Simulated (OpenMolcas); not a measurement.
# Cr4+: ligand-field states by method

Cr4+ with 6 ligands (fluoride) in octahedral coordination (Oh) at 1.86 Å. A charge of +0.333 e stands 2.6 Å behind each ligand. Ligand basis ANO-RCC-VDZP.

| Item | Value |
| --- | --- |
| Program | OpenMolcas 26.06 |
| Basis | ANO-RCC-VDZP [5s4p2d1f] |
| Scalar Hamiltonian | DKH2, point nucleus |
| Active space | 2 electrons in 5 orbitals (3d) |
| State averaging | 2S+1 = 3 even, 10 roots; 2S+1 = 1 even, 15 roots |
| Spin-orbit coupling | state interaction with AMFI integrals over the reference wave functions |

I. CASSCF
II. SS-CASPT2, IPEA 0.25 Eh, imaginary shift 0.1 Eh (closed shells correlated: 3s 3p and the ligand valence shells)

Spin-free states (labels of O, the rotations of Oh) in cm-1, each column counted from its own energy of the first state listed:

| State | Degeneracy | I | II |
| --- | --- | --- | --- |
| 3T1 | 3 | 0 | 0 |
| 1T2 | 3 | 15133 | 10940 |
| 1E | 2 | 15607 | 11360 |
| 3T2 | 3 | 17360 | 21940 |
| 3T1 | 3 | 31096 | 32060 |
| 1A1 | 1 | 31801 | 24890 |
| 1T2 | 3 | 33443 | 33340 |
| 3A2 | 1 | 36667 | 45550 |
| 1T1 | 3 | 37103 | 36520 |
| 1E | 2 | 52410 | 55600 |
| 1A1 | 1 | 72739 | 69370 |

From I to II, I's first state of the same spin (3T2) moves from 17360 to 21940 cm-1, by about +4600 cm-1.

From I to II, I's first state of another spin (1T2) moves from 15133 to 10940 cm-1, by about -4200 cm-1.

I: A least-squares ligand-field fit to the states below 45000 cm-1, each weighted by its degeneracy and with a free common offset, gives 10Dq = 18672 cm-1, B = 1035 cm-1 and C = 3891 cm-1 (C/B = 3.76), with an rms deviation of 391 cm-1. 

II: A least-squares ligand-field fit to the states below 45000 cm-1, each weighted by its degeneracy and with a free common offset, gives 10Dq = 22879 cm-1, B = 809 cm-1 and C = 2711 cm-1 (C/B = 3.35), with an rms deviation of 305 cm-1. The same method and metal basis give the free ion B = 1173 cm-1 (fit to its terms below 60000 cm-1, rms deviation 807 cm-1), so the nephelauxetic ratio is β = 809 / 1173 = 0.69; it hangs on how both fits weigh the states, and computed free-ion B values tend to be too large, so β mixes covalency with correlation.

From I to II, 10Dq changes by +23 %, B by -22 % and C by -30 %.

χT at 300 K: I 0.71, II 0.71 cm3 K/mol.

Roots that are degenerate in the reference are averaged as groups; the widest CASPT2 spread within a group is 660 cm-1 (the 3-fold group of multiplicity 1 near 36500 cm-1 above the lowest state of its run, II). Shifts and gaps below about the spread of the groups concerned are not significant. Over all roots computed the reference weight is 0.69 to 0.70 in II; a low but even weight reflects the number of correlated electrons. An orbital triplet at a regular site is open to Jahn-Teller coupling, which can distort the site and quench the lowest spin-orbit gaps and is left out. The least metal-like active orbital is 81 % on the metal (Löwdin) and no ligand orbital is active, so the numbers are rough. Ligand-to-metal charge-transfer states are missing. With no ligand orbital active B as a rule stays too high, so bands that hang on it stand too high and its fall with covalency is understated. Without dynamic correlation the repulsion within the d shell is too large (B by tens of per cent), so at a given field states of lower spin stand too high (holds for I). With metal d orbitals alone and no dynamic correlation the field as a rule comes out too small, by tens of per cent, by up to half for chloride and softer ligands (holds for I). With one d shell and no ligand orbital active, 10Dq can be off by a tenth or more (holds for II). No measured value stands beside these numbers; the geometry was imposed, not optimised, and the real ion may take another.
